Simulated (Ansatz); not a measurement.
C$_{4}$H$_{9}$O$_{2}$ (SMILES [CH2]C(O)COC), doublet, geometry from GFN2-xTB. Base run: CCSD(T)/def2-SVP run with Ansatz (a program for electronic structure).

The Ansatz input:
Ansatz 0.2 input:
```yaml
crystal:
  periodic: [false, false, false]
  atoms:
    - {symbol: C, position_ang: [-1.63546049, 1.11410980, -0.33384859]}
    - {symbol: C, position_ang: [-1.14297924, 0.03608665, 0.54206942]}
    - {symbol: O, position_ang: [-1.45997537, -1.24874948, 0.07636966]}
    - {symbol: C, position_ang: [0.39657110, 0.15404903, 0.74126144]}
    - {symbol: O, position_ang: [0.99913222, -0.03480950, -0.51768831]}
    - {symbol: C, position_ang: [2.40040379, 0.01392144, -0.46869254]}
    - {symbol: H, position_ang: [-1.93379276, 0.89929035, -1.33979954]}
    - {symbol: H, position_ang: [-1.60590751, 2.13067435, 0.00272623]}
    - {symbol: H, position_ang: [-1.59529854, 0.11300532, 1.54282681]}
    - {symbol: H, position_ang: [-0.97905590, -1.37650959, -0.75092385]}
    - {symbol: H, position_ang: [0.64973425, 1.14141760, 1.15279795]}
    - {symbol: H, position_ang: [0.73254949, -0.62230147, 1.44530066]}
    - {symbol: H, position_ang: [2.80262798, -0.76784096, 0.18781841]}
    - {symbol: H, position_ang: [2.75337111, -0.14746357, -1.48519548]}
    - {symbol: H, position_ang: [2.75130606, 0.98919825, -0.10974015]}
basis:
  gaussian:
    orbitals: def2-SVP
magnetization: {spin_polarized: true, initial_magnetization: 1}
correlation: {method: ccsd_t}
```

Each row names what was changed in the base input (with any setting that the change needs).

```tsv
change	ΔE vs base (mEh)	MP2 correlation (Eh)	CC correlation without the perturbative part (Eh)	basis functions	core-seconds (rough)
base	0.000	-0.90555	-0.97031	129	100
electrons = outside_noble_gas	0.000	-0.90555	-0.97031	129	100
method = bccd_t	-0.168	-0.90555	-0.96898	129	200
method = mp2	90.437	-0.90555	-	129	4
lower_state_search = off	0.000	-0.90555	-0.97031	129	100
method = rpa	-61.923	-	-	129	5
method = bccd	27.014	-0.90555	-0.96898	129	200
reference functional = pbe0	1.639	-	-0.99268	129	100
```
